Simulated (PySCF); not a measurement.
A GIAO shielding run with PySCF 2.14 (density fitting, non-relativistic, gas phase) on SMILES S[SiH]1[SiH2]C[SiH2]C[SiH2]1, C2H12SSi4:

```
$ OMP_NUM_THREADS=1 python probes_run.py task.json out

{"job": {"kind": "nmr", "xc": "PBE0", "basis": "pcSseg-1"}, "charge": 0, "multiplicity": 1}
S      3.665014     0.745600    -0.389550
Si     1.570721     0.402749    -0.889820
Si     0.962506    -1.773147    -0.318656
C     -0.940915    -1.751271    -0.240886
Si    -1.766247    -0.425103     0.847608
C     -1.532748     1.297052     0.070451
Si     0.222000     2.038891     0.077599
H      3.554815     0.516905     0.909633
H      1.703862     0.586285    -2.341336
H      1.468516    -2.170921     1.006724
H      1.385836    -2.841619    -1.239381
H     -1.327891    -1.653273    -1.256342
H     -1.275706    -2.727913     0.106400
H     -1.181783    -0.446116     2.195705
H     -3.204459    -0.716499     0.953699
H     -1.889047     1.263856    -0.960321
H     -2.195933     1.990478     0.586069
H      0.590115     2.327358     1.474620
H      0.181537     3.345940    -0.599679
```

Hardware: 1 thread of an Arm Neoverse V2, shared host. The job also computes population analyses, field gradients, ring-centre shieldings.

**Question.** How large is the calculation?

**Answer.** 96 electrons, 214 basis functions and 1231 auxiliary functions.

**Question.** How long does it take, and how much memory does it need?

**Answer.** 44 s of wall time, with 12 SCF cycles and 5 response iterations; peak memory 0.89 GiB. Times on a shared host scatter by some tens of per cent.
